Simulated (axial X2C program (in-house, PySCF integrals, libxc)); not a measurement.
Outer orbitals of InO⁻ at 1.918 Å, HF

Computed with an in-house relativistic program for diatomic molecules. Spin-free means the one-electron spin-free X2C Hamiltonian; two-component (2c) means X2C with spin–orbit coupling and atomic mean-field two-electron Coulomb and Gaunt terms, so the difference of the two also holds small scalar two-electron terms. Basis: In dyall-acv3z [12s13p10d5f1g], O dyall-av3z [7s6p3d2f] (cores contracted in-house); Gaussian nuclei, density fitting, unrestricted open shells. Masses: In 114.904 u, O 15.995 u.

The distance is close to the 2c PBE0 minimum; the highest filled and lowest empty levels are listed.

Spin-free orbitals, state M_S = 0, Λ = 0 (closed shell) (Löwdin shares):

```tsv
symmetry	occupied	ε (eV)	atomic character
σα	yes	-25.35	66% O s, 22% In d, 5% In p
δ+α	yes	-21.64	100% In d
δ-α	yes	-21.64	100% In d
π-α	yes	-21.38	99% In d
π+α	yes	-21.38	99% In d
σα	yes	-20.60	80% In d, 14% O s
σα	yes	-6.59	61% O p, 32% In s, 3% O s
π+α	yes	-4.03	84% O p, 9% In p, 4% In d
π-α	yes	-4.03	84% O p, 9% In p, 4% In d
σα	yes	-2.63	38% In s, 28% O p, 28% In p
σα	no	2.85	97% In p
π+α	no	2.88	99% In p
π-α	no	2.88	99% In p
σα	no	3.88	91% In s, 4% In p, 4% In d
```

One partner of each degenerate Kramers or spin pair is listed.

Spinors with spin–orbit coupling (state Ω = 0):

| ω | occupied | ε (eV) | atomic character | λ mixture |
| --- | --- | --- | --- | --- |
| 1/2 | yes | -25.37 | 66% O s, 23% In d, 5% In p | 100% σ |
| 3/2 | yes | -22.16 | 100% In d | 87% δ, 13% π |
| 1/2 | yes | -21.72 | 95% In d, 3% O s | 88% π, 12% σ |
| 5/2 | yes | -21.27 | 100% In d | 100% δ |
| 3/2 | yes | -21.06 | 99% In d | 87% π, 13% δ |
| 1/2 | yes | -20.45 | 83% In d, 12% O s | 88% σ, 12% π |
| 1/2 | yes | -6.59 | 61% O p, 32% In s, 3% O s | 100% σ |
| 3/2 | yes | -4.06 | 84% O p, 8% In p, 4% In d | 100% π |
| 1/2 | yes | -4.00 | 83% O p, 9% In p, 4% In d | 100% π |
| 1/2 | yes | -2.63 | 38% In s, 28% O p, 28% In p | 100% σ |
| 1/2 | no | 2.87 | 97% In p | 100% σ |
| 3/2 | no | 2.88 | 99% In p | 100% π |
| 1/2 | no | 2.88 | 99% In p | 100% π |
| 1/2 | no | 3.89 | 91% In s, 4% In p, 3% In d | 100% σ |

One partner of each degenerate Kramers or spin pair is listed.

Mulliken charges and populations of the two-component result (they depend on the basis, above all on diffuse functions):

In 0.35 e (s 9.76 p 18.82 d 20.04 f 0.02), O -1.35 e (s 4.02 p 5.32 d 0.02).

The state is one determinant whose occupation by symmetry is held fixed; it was picked as the lowest of a PBE0 search that is not exhaustive.
